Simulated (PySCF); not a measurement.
Molecule: sum formula BNH6, net charge 1, doublet state. 
Structure (B3LYP-D3(BJ)/def2-TZVP (Ansatz) minimum search):
```xyz
8

B     -0.8071     0.2336    -0.0426
N      0.7079    -0.1119     0.0126
H     -1.5421    -0.7485    -0.3738
H     -1.1305     1.3253    -0.3255
H     -1.5145    -0.4451     0.7657
H      0.9228    -1.0794     0.2650
H      1.1913     0.4918     0.6866
H      1.1531     0.0711    -0.8932
```
Charge +1, spin multiplicity 2.

Dispersion corrections to the total energy (kcal/mol) from the dftd3 and dftd4 libraries through PySCF: D3(BJ) without and D4 with the three-body term, each with the damping fitted for the functional named.

| functional | D3(BJ) | D4 |
|---|---|---|
| PBE0 | -1.73 | -1.01 |
| HF | ___ | -5.36 |
| BP86 | ___ | -1.54 |
| B2PLYP | -1.51 | -0.85 |
| B2GP-PLYP | -1.02 | -0.49 |
| BLYP | ___ | -2.90 |
| B3LYP | -3.52 | -1.98 |

Problem. Fill in the missing entries.

Solution. 
- HF, D3(BJ): -19.86
- BP86, D3(BJ): -2.98
- BLYP, D3(BJ): -4.36
